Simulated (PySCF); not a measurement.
# C₆ coefficients of unlike pairs at MN15

Calculated with PySCF 2.14 from the dipole response of each species, C₆(A,B) = (3/π) ∫ α_A(iu) α_B(iu) du, in atomic units, from isotropic polarisabilities. For ions this is the dispersion term alone; charge-induced terms of lower order in 1/R come first.

```tsv
species	configuration	basis	relativity	α (bohr³)	C₆ (like pair)
Mg⁺	[Ne] 3s1 (2S)	aug-cc-pCVQZ (10s9p7d5f3g)	none	34.87	150.4
N⁺	[He] 2s2 2p2 (3P)	aug-cc-pVTZ with one added diffuse shell each of s, p, d, f type (6s5p4d3f)	none	3.894	8.215
Co³⁺	[Ar] 3d6 (5D)	aug-cc-pVTZ with one added diffuse shell each of s, p, d, f, g type (9s8p6d4f3g)	none	1.819	4.346
Re	[Xe] 4f14 5d5 6s2 (6S)	aug-cc-pwCVDZ-PP with ECP60MDF (6s6p5d3f)	core potential	57.91	663.1
```

Estimate C₆ for Re with N⁺.

The integral gives 67.95. The combination rule 2 C_A C_B / (C_A α_B/α_A + C_B α_A/α_B) gives 65.33 and the geometric mean 73.81.

No spin-orbit coupling is included.

The other pairs:

```
     pair     C₆
 Re, Co³⁺  40.12
  N⁺, Mg⁺  27.85
Co³⁺, Mg⁺  15.21
  Re, Mg⁺  304.7
 Co³⁺, N⁺  5.494
```
